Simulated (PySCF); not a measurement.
Below is a simulated gas-phase C 1s photoelectron spectrum of BEt2Me, `CCB(C)CC`.

Every computed line was given a Gaussian of 0.4 eV full width at half maximum and an area set by the number of equivalent atoms; the highest printed point is 100. Method: delta-SCF UKS SCAN, pcX-2 on the ionised atom, pcseg-1 elsewhere, spin-free X2C (PySCF 2.14.0).

(binding energy (eV), intensity): (289.2, 0), (289.3, 2), (289.4, 9), (289.5, 28), (289.6, 59), (289.7, 90), (289.8, 100), (289.9, 82), (290.0, 50), (290.1, 24), (290.2, 16), (290.3, 27), (290.4, 50), (290.5, 68), (290.6, 67), (290.7, 46), (290.8, 22), (290.9, 8), (291.0, 2), (291.1, 0)

**Question.** How many maxima does the curve show, and how many computed lines lie under it?

**Answer.** The curve has 2 maxima (at 289.8 and 290.5 eV). Under it lie 3 lines from 3 inequivalent carbon sites. At this width some lines have no maximum of their own.

**Question.** Decompose the envelope and assign each component. Bonds: B1–C2, B1–C9, B1–C16, C2–C3, C9–C10. Hydrogens: H4, H5 on C2; H6, H7, H8 on C3; H11, H12 on C9; H13, H14, H15 on C10; H17, H18, H19 on C16.

**Answer.** 
```csv
position (eV),relative area,line,atoms,environment
289.75,2,C 1s,C2/C9,"carbon bonded to B, C and 2 H"
289.86,1,C 1s,C16,carbon bonded to B and 3 H
290.54,2,C 1s,C3/C10,carbon bonded to C and 3 H
```

**Question.** What are the centre and the root-mean-square width of the whole band?

**Answer.** The area-weighted mean of the lines is 290.09 eV. Their own spread about it is 0.37 eV (rms) and each Gaussian has σ = 0.4/2.355 = 0.17 eV; the variances add, which gives 0.41 eV.

Lowest listed C 1s: C2/C9, bonded to C, 2 H and B. Highest, 0.79 eV above it: C3/C10, bonded to C and 3 H. The widest gap between neighbouring values is 0.68 eV, between 289.86 and 290.54 eV.

No satellites, vibrations or lifetime broadening are included. Topologically equivalent atoms share the value of their first member; where this conformer doesn't relate them by symmetry, their own values could differ. Isolated species at its PBE0-D3(BJ)/def2-SVP geometry (one conformer only).

The run took 52 s of wall time on one thread of an Intel Xeon, shared host with 64 logical CPUs at a one-minute load of 62, and the process peaked at 0.71 GiB of memory.
